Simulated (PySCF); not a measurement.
# Relaxation of quintet Re(OH)₃

Computed with UPBE0/[Re def2-SVP with ECP60, O def2-SVP, H def2-SVP], scalar-relativistic core potentials, density fitting, no spin–orbit coupling, PySCF. A (50,194) grid was used.

A start at or just off a symmetric point, pushed along the force that breaks its symmetry, of Cs symmetry, free to break it:

```xyz
7
charge 0 multiplicity 5, angstrom
Re    0.0033    0.0102    0.0000
O     1.9378   -0.0498    0.0000
O    -1.0599    1.6394    0.0000
O    -0.9171   -1.7044    0.0000
H     2.5389   -0.7584    0.0000
H    -0.6115    2.5053    0.0000
H    -1.9234   -1.8130    0.0000
```

Optimiser trace:
```csv
step,E − E(last) (kJ/mol),largest gradient (Eh/bohr)
0,101.26,0.03904
2,65.09,0.01637
4,35.77,0.02159
6,22.95,0.01274
8,17.63,0.01069
10,16.37,0.00331
12,15.53,0.00254
14,15.31,0.00210
16,15.15,0.00254
18,14.49,0.00714
20,13.49,0.02281
22,7.02,0.02751
24,2.48,0.00939
26,0.75,0.00820
28,0.21,0.00206
30,0.04,0.00150
32,0.00,0.00078
34,0.00,0.00027
```

It ends at C1 with O–H 0.964 Å (×2), O–H 0.970 Å, Re–O 1.915 Å (×2), Re–O 1.946 Å; H–O–Re 113.4°, H–O–Re 116.8°, H–O–Re 127.4°, O–Re–O 82.8°, O–Re–O 132.5°, O–Re–O 144.3° (after a last refinement on a finer grid). A frequency run shows a minimum. Other isomers or separated fragments may lie lower.

Final geometry:
Coordinates in bohr (charge 0 multiplicity 5):
```
Re    0.1354    0.0118    0.0030
O     3.6911   -0.4352   -0.5083
O    -2.5638    2.5005    0.2067
O    -2.6242   -2.3225    0.1538
H     4.9719   -0.6655    0.7669
H    -2.0619    4.2469    0.3223
H    -4.2630   -1.5069    0.2428
```

With open d or f shells other occupations or spin states may lie lower. At this level a triplet minimum of C3v symmetry lies 69 kJ/mol below this structure. No spin–orbit coupling is included, which matters more the heavier the element.

The relaxation took about 5 core-minutes on a shared host.
